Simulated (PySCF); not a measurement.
## Static response to an electric field

C4H10O2Si.
Geometry (PBE0-D3(BJ)/def2-SVP, Å), atoms numbered from 1 in this order:
```
atom  x, y, z in Å
C1    -2.1418    1.0495    0.4304
C2    -1.5117   -0.2444   -0.0183
O3    -0.3197   -0.4450    0.7142
C4     0.3219   -1.6220    0.4816
C5     1.6401   -1.6421    0.2546
O6     2.4346   -0.5597    0.1747
Si7    2.0406    1.0754    0.2878
H8    -2.3595    1.0193    1.5080
H9    -1.4669    1.8968    0.2399
H10   -3.0816    1.2266   -0.1125
H11   -1.2840   -0.2233   -1.1009
H12   -2.1968   -1.0969    0.1555
H13   -0.2688   -2.5437    0.5285
H14    2.1708   -2.5908    0.1388
H15    1.0918    1.5051   -0.7825
H16    1.5456    1.4602    1.6378
H17    3.3513    1.7432    0.0461
```

Level: B3LYP/def2-SVPD (PySCF), static field, nuclei fixed, core orbitals frozen in the response. The polarisability tensor in these axes (au):

```
x   101.77   0.86  -0.72
y     0.86  88.22  -0.08
z    -0.72  -0.08  69.54
```

Task: Give the principal values, the mean and the anisotropy Δα = √{½[(α1 − α2)² + (α2 − α3)² + (α1 − α3)²]}.

Result: Principal values 69.53, 88.16 and 101.84 au; mean 86.51 au = 12.82 Å³ = 14.26 × 10⁻⁴⁰ C²·m²/J; Δα = 28.10 au (32 % of the mean).

Task: What is the dipole moment, and where does it point?

Result: (-2.07, -0.33, -0.51) D, 2.16 D in size, pointing from the negative to the positive side. Measured along this direction, the outermost atoms are H17 at the negative end and H10 at the positive end.

Task: Directions of the eigenvectors, and the extent of the frame along each?

Result: Largest value along (1.00, 0.06, -0.02), where the nuclei span 6.45 Å; middle along (-0.06, 1.00, 0.00), 4.71 Å; least along (0.02, 0.00, 1.00), 2.81 Å. The response follows the extents in order.

Task: Find the Langevin capture rate constant for NO+ (29.998 u) meeting this molecule (118.045 u), k = 2.342 × 10⁻⁹ cm³/s × √(α in Å³ / reduced mass in u).

Result: The reduced mass is 23.92 u, so k = 1.71 × 10⁻⁹ cm³/s. The formula leaves out the permanent dipole, which adds to the capture rate.

Task: Traceless (Buckingham) quadrupole moment about the centre of nuclear charge: eigenvalues?

Result: -4.34, 0.74, 3.60 D·Å. The values depend on the origin, since the dipole doesn't vanish. The electronic extent ⟨r²⟩ about the same centre is 1139 bohr², a root-mean-square distance of 2.23 Å for the 64 electrons.

One conformer (not necessarily the lowest) at the PBE0-D3(BJ)/def2-SVP geometry, without solvent, vibrations or thermal averaging.
